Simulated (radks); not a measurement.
Q: These are the eigenvalues of the occupied orbitals of an atom or ion with whole-number occupations (eV). All-electron calculation, scalar-relativistic Kohn-Sham, PBE, spin-polarised, spherical densities, finite nucleus; Fermi nuclear charge, rms radius of each element as measured or else 0.836 A^(1/3) + 0.57 fm. Program: a radial shooting solver on a logarithmic mesh with Libxc functionals.

| orbital | eigenvalue |
|---|---|
| 1s up | -35841.32 |
| 1s down | -35841.15 |
| 2s up | -5659.290 |
| 2s down | -5659.208 |
| 2p up | -5081.478 |
| 2p down | -5081.332 |
| 3s up | -1211.240 |
| 3s down | -1211.092 |
| 3p up | -1025.260 |
| 3p down | -1025.091 |
| 3d up | -752.2271 |
| 3d down | -752.0652 |
| 4s up | -263.7091 |
| 4s down | -263.3573 |
| 4p up | -204.1865 |
| 4p down | -203.8156 |
| 4d up | -117.4909 |
| 4d down | -116.9512 |
| 5s up | -67.2157 |
| 5s down | -64.2173 |
| 5p up | -52.1642 |

Which element is it, and in what charge state? The configuration may be excited. Open shells, if any, are filled with parallel spins first.

A: Z = 55, caesium, charge +4: Cs4+ in [Kr] 4d10 5s2 5p3. The list shows which subshells hold electrons but not how many an open one holds; the 1s level, -1317.1 hartree, gives Z - s = 51.3 by -(Z - s)^2/2, which with screening and relativity narrows Z to a few neighbours, and the depths of the outer levels then fix element, charge and occupations together.
